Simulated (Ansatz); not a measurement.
`C[N](C)[ZnH]` → `[ZnH2]` + `C=NC` at 600 K and 1 bar (β-hydride elimination).

Computed with Ansatz on PBE0-D4/def2-TZVP structures; ΔE is electronic, products minus reactants. CBS: MP2 limit from def2 TZ/QZ plus the TZ coupled-cluster correction, frozen cores. For Zn outer-core shells are correlated without core-valence functions, which leaves a few kJ/mol of doubt a bond. Scalar relativity is left out up to krypton.

| species | CCSD(T)/CBS energy (Eh) | H − E (kJ/mol) | S (J/(mol·K)) |
| --- | --- | --- | --- |
| `C[N](C)[ZnH]` | -1913.37223 | 285.4 | 406.3 |
| `[ZnH2]` | -1779.54550 | 52.6 | 230.0 |
| `C=NC` | -133.77870 | 215.0 | 312.3 |

H − E and S are ideal-gas, rigid-rotor, harmonic terms from PBE0-D4/def2-TZVP. 1 Eh = 2625.50 kJ/mol, R = 8.31446 J/(mol·K).

Question: By hand: ΔE, ΔH, ΔS and ΔG.

Answer: ΔE = (-1779.54550) + (-133.77870) − (-1913.37223) = 0.04803 Eh = 126.1 kJ/mol. Δ(H − E) = 52.6 + 215.0 − 285.4 = -17.8, so ΔH = 108.3 kJ/mol. ΔS = 230.0 + 312.3 − 406.3 = 136.0 J/(mol·K). ΔG = 108.3 − 600 × (136.0)/1000 = 26.7 kJ/mol.

Question: By hand: the equilibrium constant, and the temperature at which ΔG would vanish if ΔH and ΔS stayed fixed.

Answer: log₁₀ K = −ΔG/(RT ln 10) = -2.3. ΔG = 0 at ΔH/ΔS = 796 K.

The number of gas molecules changes by +1, which sets the sign of ΔS. A doubt of 5 kJ/mol in ΔE shifts log₁₀ K by 0.4 here. These are equilibria of isolated gas molecules and say nothing of rates. Largest T1 diagnostic: 0.016 (customary marks: 0.02 for closed shells, 0.045 for open ones).
